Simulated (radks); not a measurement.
Results of a calculation; reference values are marked as such.
Q: Species: Ho2.25+. Configuration: [Kr] 4d10 4f11 5s2 5p5.75 (fractional occupations, a model configuration). Code: a radial shooting solver on a logarithmic mesh with Libxc functionals. Model: scalar-relativistic Kohn-Sham, PBEsol, spin-unpolarised, spherical densities, point nucleus. Some entries of the table are withheld. Estimate them.

orbital  occ.  eigenvalue (Ry)  <r> (bohr)  <r^2> (bohr^2)
1s          2        -4078.915     0.02074       0.0005883
2s          2              (1)     0.08811        0.009172
2p          6        -605.5824     0.07808        0.007443
3s          2        -153.5974      0.2299         0.06042
3p          6        -129.8352      0.2289         0.06075
3d         10        -99.68523      0.2079         0.05074
4s          2              (2)      0.5190          0.3041
4p          6              (3)      0.5504          0.3447
4d         10        -12.97770      0.5969          0.4138
5s          2         -5.00697       1.272           1.821
5p       5.75         -3.18847         (4)             (5)
4f         11         -1.52335      0.8351          0.9403

A: 
(1) 2s eigenvalue (Ry): -683.3580
(2) 4s eigenvalue (Ry): -31.35025
(3) 4p eigenvalue (Ry): -23.53242
(4) 5p <r> (bohr): 1.499
(5) 5p <r^2> (bohr^2): 2.550
